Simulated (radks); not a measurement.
Question: The mean radii <r> (bohr) of the occupied orbitals of an atom or ion are listed with their occupations. All-electron calculation, Dirac Kohn-Sham, PBE, spin-unpolarised, spherical densities, finite nucleus; Fermi nuclear charge, rms radius of each element as measured or else 0.836 A^(1/3) + 0.57 fm. Program: a radial shooting solver on a logarithmic mesh with Libxc functionals.

| orbital | occ. | <r> |
|---|---|---|
| 1s1/2 | 2 | 0.02318 |
| 2s1/2 | 2 | 0.09844 |
| 2p1/2 | 2 | 0.08243 |
| 2p3/2 | 4 | 0.08895 |
| 3s1/2 | 2 | 0.2595 |
| 3p1/2 | 2 | 0.2491 |
| 3p3/2 | 4 | 0.2616 |
| 3d3/2 | 4 | 0.2329 |
| 3d5/2 | 6 | 0.2368 |
| 4s1/2 | 2 | 0.5719 |
| 4p1/2 | 2 | 0.5806 |
| 4p3/2 | 4 | 0.6038 |
| 4d3/2 | 2.8 | 0.6213 |
| 4d5/2 | 4.2 | 0.6283 |
| 4f5/2 | 0.428571 | 0.6468 |
| 4f7/2 | 0.571429 | 0.6496 |

Name the element and its charge. Open shells, if any, are shared by 2j + 1.

Answer: Z = 61, promethium, charge +17: Pm17+ in [Kr] 4d7 4f1. The 1s radius gives Z: for a bare nucleus <r> = (2 gamma + 1)/(2Z) with gamma = sqrt(1 - (Z/c)^2), 0.02288 bohr for Z = 61, and screening makes it slightly larger (0.02318 here). The occupations add up to 44, and the charge is Z minus that.
